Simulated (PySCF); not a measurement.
C3H12SSi2, SMILES CC(C)[SiH2][SiH2]S at its GFN2-xTB optimised geometry (Å):

```
18

C      2.3883    -1.1549     0.3895
C      0.8647    -1.0988     0.3819
C      0.3060    -2.1099    -0.6155
Si     0.2458     0.6679     0.0000
Si    -2.0690     0.6679     0.0000
S     -2.7982     2.7014     0.0000
H      2.7386    -2.1564     0.6377
H      2.7846    -0.8920    -0.5891
H      2.7982    -0.4608     1.1194
H      0.5163    -1.3875     1.3804
H     -0.7830    -2.1219    -0.5960
H      0.6273    -1.8668    -1.6267
H      0.6599    -3.1143    -0.3843
H      0.8169     1.0907    -1.2879
H      0.8118     1.5769     1.0137
H     -2.7189     0.0326     1.1506
H     -2.7337     0.1624    -1.1965
H     -2.1343     3.1143     1.0682
```

Method: PySCF 2.14.0 with PBE/def2-SVP. Cells within 0.4 Å of a nucleus heavier than hydrogen are left out (blank, or x).

Map of the Laplacian of the electron density (e/bohr⁵), clipped to [-1.50, 1.50] on the plane z = 0.6 Å:

```
|6666666666666666666666666|
|6666666666666666666666666|
|6666666666666666666666666|
|6666666666666666666666666|
|6666666666666666666666666|
|6666665466666666666666666|
|6666648466666666666666666|
|6666655666666666666666666|
|6666666666666666666666666|
|6666666666666556666666666|
|6666666996668956666666666|
|6666665996669966666666666|
|6666665566666666666666666|
|6666666666666666665666666|
|66666666666665x55x4666666|
|66666666666665x55x5666666|
|6666666666666666652666666|
|6666666666666666660666666|
|6666666666666666666666666|
|6666666666666666666666666|
|6666666666666666666666666|
|6666666666666666666666666|
|6666666666666666666666666|
|6666666666666666666666666|
|6666666666666666666666666|
```
Scale: ten equal steps from -1.50 (start of '0') to 0.904 (end of '9'), in the order '0123456789'; x runs from -5.50 to 5.50, y from -5.50 (bottom) to 5.50 (top).
